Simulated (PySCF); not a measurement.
One of the candidates below gave these computed data.

All candidates are C7H9FO.

| technique | computed result |
| --- | --- |
| NMR, other nuclei | isotropic shieldings of nuclei other than C and H, by class: -334 (1 O), 374 (1 F) ppm [GIAO PBE0/pcSseg-1] |
| Rotational structure | rotational constants A, B, C: 2.666, 1.596, 1.304 GHz [GFN2-xTB] |
| 1H NMR | chemical shifts (computed TMS as zero) by class: 4.91 (1 H), 2.77 (1 H), 2.62 (1 H), 2.13 (1 H), 2.06 (1 H), 2.05 (1 H), 1.94 (1 H), 1.64 (1 H), 1.63 (1 H) ppm [GIAO PBE0/pcSseg-1] |
| 13C NMR | chemical shifts (computed TMS as zero) by class: 217.9 (1 C), 94.8 (1 C), 62.3 (1 C), 47.2 (1 C), 42.9 (1 C), 37.5 (1 C), 36.3 (1 C) ppm [GIAO PBE0/pcSseg-1] |
| Dipole | 2.92 D [PBE0/pcSseg-1] |

Electronic properties: PySCF, gas phase, density fitting. Levels stand in brackets. Isolated species at its GFN2-xTB geometry, gas phase. NMR values are class means; diastereotopic atoms form classes of their own.

Question: Which candidate is it?
A. `O=C1[C@H]2CC[C@]1(F)CC2`
B. `O=C1C[C@@H]2C[C@@H](F)[C@H]1C2`
C. `C=C/C=C(\CC)C(=O)F`
D. `C=C1C(=C)[C@@H](OC)[C@@H]1F`

Answer: B. It is `O=C1C[C@@H]2C[C@@H](F)[C@H]1C2`. Numbering: `[O:1]=[C:2]1[CH2:3][C@@H:4]2[CH2:5][C@@H:6]([F:7])[C@H:8]1[CH2:9]2`. Its formula, C7H9FO, gives 3 degrees of unsaturation: 2 rings and 1 π bond in the structure found. 7 carbons fall into 7 classes; from least to most shielded: ketone carbonyl carbon [C2] (217.9 ppm), sp3 C–F carbon [C6] (94.8 ppm), sp3 carbon at a ring junction [C8] (62.3 ppm), sp3 carbon next to a carbonyl [C3] (47.2 ppm), ring CH2 carbon [C5] (42.9 ppm), sp3 carbon at a ring junction [C4] (37.5 ppm), ring CH2 carbon [C9] (36.3 ppm). Hydrogen classes from least to most shielded: 1 H on an sp3 C–F carbon, C6 (4.91 ppm), 1 H on an sp3 carbon at a ring junction, C8 (2.77 ppm), 1 H on an sp3 carbon at a ring junction, C4 (2.62 ppm), 1 H on a ring CH2 carbon, C5 (2.13 ppm), 1 H on an sp3 carbon next to a carbonyl, C3 (2.06 ppm), 1 H on a ring CH2 carbon, C9 (2.05 ppm), 1 H on a ring CH2 carbon, C5 (1.94 ppm), 1 H on an sp3 carbon next to a carbonyl, C3 (1.64 ppm), 1 H on a ring CH2 carbon, C9 (1.63 ppm). The other shieldings belong to: -334 ppm, ketone oxygen [O1]; 374 ppm, alkyl fluorine [F7]. The optimised geometry has point group C1 and is an asymmetric top.

The others, at the same levels:
- `O=C1[C@H]2CC[C@]1(F)CC2` fails: it has 5 carbon classes against 7; its computed 13C shifts are 215.0 (1 C), 96.8 (1 C), 37.6 (1 C), 30.3 (2 C), 26.1 (2 C) ppm, 1H shifts are 2.22 (2 H), 2.14 (2 H), 1.91 (2 H), 1.65 (2 H), 1.40 (1 H) ppm and rotational constant A is 2.180 GHz (against 2.666 GHz).
- `C=C1C(=C)[C@@H](OC)[C@@H]1F` fails: its computed 13C shifts are 151.6 (1 C), 150.3 (1 C), 117.7 (1 C), 117.6 (1 C), 97.1 (1 C), 87.9 (1 C), 58.8 (1 C) ppm, 1H shifts are 6.02 (1 H), 6.00 (1 H), 5.79 (1 H), 5.70 (1 H), 5.31 (1 H), 4.27 (1 H), 3.61 (3 H) ppm and rotational constant A is 2.224 GHz (against 2.666 GHz).
- `C=C/C=C(\CC)C(=O)F` fails: its computed 13C shifts are 166.6 (1 C), 153.3 (1 C), 140.3 (1 C), 137.9 (1 C), 137.0 (1 C), 24.7 (1 C), 17.5 (1 C) ppm, 1H shifts are 7.60 (1 H), 7.10 (1 H), 6.13 (1 H), 6.10 (1 H), 2.59 (2 H), 1.06 (3 H) ppm and rotational constant A is 2.131 GHz (against 2.666 GHz).

Each candidate is one conformer, not necessarily the lowest. Dipoles, sizes and rotational constants follow the conformer. The torsions of the flexible species, by atom-mapped SMILES:
- `[CH2:1]=[C:2]1[C:3](=[CH2:4])[C@@H:5]([O:6][CH3:7])[C@@H:8]1[F:9]`: C3–C5–O6–C7 180°
- `[CH2:1]=[CH:2]/[CH:3]=[C:4](\[CH2:5][CH3:6])[C:7](=[O:8])[F:9]`: C1–C2–C3–C4 -178°, C3–C4–C5–C6 85°, C3–C4–C7–O8 180°

The conformers of `O=C1C[C@@H]2C[C@@H](F)[C@H]1C2` and `O=C1[C@H]2CC[C@]1(F)CC2` aren't listed.
